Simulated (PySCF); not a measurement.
C3H11Ge2N.
Bonds: Ge1–N2, N2–Ge3, Ge3–C4, C4–C5, C5–C6, C4–C6. Hydrogens: H7, H8, H9 on Ge1; H10 on N2; H11, H12 on Ge3; H13 on C4; H14, H15 on C5; H16, H17 on C6.

Level of theory: PySCF, PBE0-D3(BJ)/def2-SVP geometry optimisation, gas phase.

(1) List the bond lengths, angles and torsions at this level.

## Answers

(1) 
```json
{"bond": "Ge1–N2", "length (Å)": "1.831"}
{"bond": "N2–Ge3", "length (Å)": "1.836"}
{"bond": "Ge3–C4", "length (Å)": "1.940"}
{"bond": "C4–C5, C4–C6", "length (Å)": "1.507"}
{"bond": "C5–C6", "length (Å)": "1.494"}
{"bond": "Ge1–H7, Ge1–H9", "length (Å)": "1.540"}
{"bond": "Ge1–H8", "length (Å)": "1.549"}
{"bond": "N2–H10", "length (Å)": "1.016"}
{"bond": "Ge3–H11, Ge3–H12", "length (Å)": "1.544"}
{"bond": "C4–H13", "length (Å)": "1.096"}
{"bond": "C5–H14, C6–H17", "length (Å)": "1.094"}
{"bond": "C5–H15, C6–H16", "length (Å)": "1.095"}
```

Bonds in one row agree within 0.01 Å and their mean is given. A selection of angles:
```json
{"angle": "N2–Ge1–H7", "degrees": "108.5"}
{"angle": "N2–Ge1–H8", "degrees": "113.2"}
{"angle": "N2–Ge1–H9", "degrees": "107.1"}
{"angle": "H7–Ge1–H8", "degrees": "108.3"}
{"angle": "H7–Ge1–H9", "degrees": "110.9"}
{"angle": "H8–Ge1–H9", "degrees": "108.8"}
{"angle": "Ge1–N2–Ge3", "degrees": "127.2"}
{"angle": "Ge1–N2–H10", "degrees": "115.1"}
{"angle": "Ge3–N2–H10", "degrees": "115.2"}
{"angle": "N2–Ge3–C4", "degrees": "113.2"}
{"angle": "N2–Ge3–H11", "degrees": "108.8"}
{"angle": "N2–Ge3–H12", "degrees": "105.6"}
{"angle": "C4–Ge3–H11", "degrees": "106.7"}
{"angle": "C4–Ge3–H12", "degrees": "111.6"}
{"angle": "H11–Ge3–H12", "degrees": "111.0"}
{"angle": "Ge3–C4–C5", "degrees": "119.7"}
{"angle": "Ge3–C4–H13", "degrees": "114.9"}
{"angle": "C5–C4–C6", "degrees": "59.4"}
{"angle": "C5–C4–H13", "degrees": "115.9"}
{"angle": "C4–C5–C6", "degrees": "60.3"}
{"angle": "C4–C5–H14", "degrees": "118.0"}
{"angle": "C4–C5–H15", "degrees": "118.5"}
{"angle": "C6–C5–H14", "degrees": "118.4"}
{"angle": "C6–C5–H15", "degrees": "118.0"}
{"angle": "H14–C5–H15", "degrees": "113.7"}
{"angle": "C4–C6–H16", "degrees": "118.5"}
```

Torsions: Ge1–N2–Ge3–C4 -95° (anticlinal); N2–Ge3–C4–C5 -83° (synclinal); Ge3–C4–C5–C6 -109° (anticlinal); Ge3–C4–C6–C5 109° (anticlinal). The mirror-image conformer, all signs reversed, is as good.

Ge1 (germanium bonded to N and 3 H) is distorted tetrahedral (angles from 107.1° to 113.2°). Ge3 (germanium bonded to C, N and 2 H) is distorted tetrahedral (angles from 105.6° to 113.2°). N2 (nitrogen bonded to 2 Ge and H) is almost planar (angles 127.2°, 115.2° and 115.1°, sum 357.5°, 0.14 Å off the plane of its three neighbours). The 3-membered ring C4–C5–C6 has internal angles of 59.4° to 60.3°.

Point group: C1 (no symmetry element, even within 0.4 Å). Whether it is a minimum is left open (no frequencies). One conformer, not necessarily the lowest.
